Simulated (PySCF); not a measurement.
PySCF 2.14 output of an unrestricted M06-L calculation on a single atom or ion in aug-cc-pVDZ-PP with ECP60MDF (5s5p4d2f, 54 functions), with scalar relativity through the core potential:

```
SCF conv_tol = 1e-09
number electrons alpha = 10  beta = 7
    Y. Zhao and D. G. Truhlar.,  J. Chem. Phys. 125, 194101 (2006)
    Y. Zhao and D. G. Truhlar.,  J. Chem. Phys. 125, 194101 (2006)
    Y. Zhao and D. G. Truhlar.,  Theor. Chem. Acc. 120, 215 (2008)
cycle= 1 E= -90.8618747499856  delta_E= -0.0132  |g|= 0.0236  |ddm|= 0.478
cycle= 2 E= -90.8611738739021  delta_E= 0.000701  |g|= 0.0527  |ddm|= 0.171
cycle= 3 E= -90.8628452370959  delta_E= -0.00167  |g|= 0.00646  |ddm|= 0.0512
cycle= 4 E= -90.8629997063393  delta_E= -0.000154  |g|= 0.00349  |ddm|= 0.0618
cycle= 5 E= -90.8630800174167  delta_E= -8.03e-05  |g|= 0.00103  |ddm|= 0.0682
cycle= 6 E= -90.8630868922449  delta_E= -6.87e-06  |g|= 0.00022  |ddm|= 0.0208
cycle= 7 E= -90.8630870005969  delta_E= -1.08e-07  |g|= 4.24e-05  |ddm|= 0.00333
cycle= 8 E= -90.8630870061132  delta_E= -5.52e-09  |g|= 1.71e-05  |ddm|= 0.00115
cycle= 9 E= -90.8630870076922  delta_E= -1.58e-09  |g|= 1.94e-06  |ddm|= 0.000385
cycle= 10 E= -90.8630870076955  delta_E= -3.3e-12  |g|= 1.69e-07  |ddm|= 4.74e-06
converged SCF energy = -90.8630870076955  <S^2> = 3.7966086  2S+1 = 4.0232368
```

The run itself started from symmetry-adapted Hartree-Fock orbitals and held the occupation by maximum overlap, on a logarithmic radial grid, so the iterations belong to that start.

Task: Which element, charge and spin multiplicity is this?

Result: Os- (osmium, charge -1), multiplicity 4; the state was [Xe] 4f14 5d7 6s2, high-spin 4F determinant.

Energies and moments cover only the electrons outside the core potential. Spin-orbit coupling, absent here, splits the open shell strongly. At M06-L the highest occupied level has a positive energy, so only the finite basis holds that electron; in a semilocal or global hybrid functional this comes from self-interaction and does not mean that the real anion is unbound.
